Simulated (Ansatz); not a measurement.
`B[BH][GeH3]` + `[OH][AlH2]` → `BB[O][AlH2]` + GeH₄  (cleavage of the B–Ge bond)

Gas-phase electronic energies from Ansatz, PBE0-D4/def2-TZVP geometries. CBS: MP2 limit from def2 TZ/QZ plus the TZ coupled-cluster correction, frozen cores. This one scheme is used for every species. Functionals use def2-TZVPP. For Ge outer-core shells are correlated without core-valence functions, which leaves a few kJ/mol of doubt a bond. Scalar relativity is left out up to krypton. One conformer a species, not always the lowest.

`B[BH][GeH3]`:

Cartesian coordinates in Å:
```
B 0.201 -1.544 -0.742
B -0.735 -0.591 0.147
Ge 0.128 1.278 0.458
H 0.168 -1.519 -1.942
H 1.066 -2.215 -0.248
H -1.806 -0.747 0.651
H -0.812 2.361 -0.104
H 1.509 1.465 -0.193
H 0.282 1.513 1.973
```

`[OH][AlH2]`:

```xyz
5

O     0.393    0.672   -0.935
Al   -0.121   -0.094    0.488
H     0.409    0.240   -1.788
H    -0.606   -1.601    0.437
H    -0.076    0.783    1.798
```

`BB[O][AlH2]`:

Cartesian coordinates in Å:
```
B -0.685 -0.205 -1.919
B 0.424 -0.463 -0.691
O 0.320 -0.011 0.568
Al 0.255 0.530 2.160
H -1.574 -0.979 -2.149
H -0.591 0.720 -2.678
H 1.409 -1.121 -0.975
H -0.456 -0.407 3.211
H 0.898 1.936 2.471
```

GeH₄:

Z-matrix (Å, degrees):
```
Ge
H 1 1.534
H 1 1.534 2 109.5
H 1 1.534 2 109.5 3 -120.0
H 1 1.534 2 109.5 3 120.0
```

```tsv
level	ΔE (kcal/mol)
CAM-B3LYP-D4	-29.9
ωB97X-V	-28.0
```

(1) What does CCSD(T)/CBS give? (Estimate.)

(2) What do rigid-rotor, harmonic-oscillator terms from PBE0-D4/def2-TZVP frequencies (298.15 K, 1 bar) make of the CCSD(T)/CBS value? (Best estimate.)

Largest T1 diagnostic among the species: 0.014.

Results:

(1) Ansatz gave: -26.7 kcal/mol. The listed levels differ from it by -3.2, -1.3 kcal/mol.

(2) Ansatz gave: ΔZPE = -0.9 kcal/mol, ΔH = -27.5 kcal/mol, ΔS = -25 J/(mol·K), ΔG = -25.6 kcal/mol.

From BLYP to BHLYP (50 % exact exchange), in def2-TZVPP and without D4, ΔE moves by −3.3 kcal/mol. At CCSD(T), def2-SVP lies −8.0 kcal/mol from the extrapolated value and def2-TZVPP −0.8 kcal/mol. Leaving LDA and LC-ωPBE aside and taking each functional with its dispersion term where it has one, the values, not all of them listed here, spread over 6.5 kcal/mol, from BHLYP-D4 to PBE-D4. LDA lies −0.8 kcal/mol from PBE without D4.
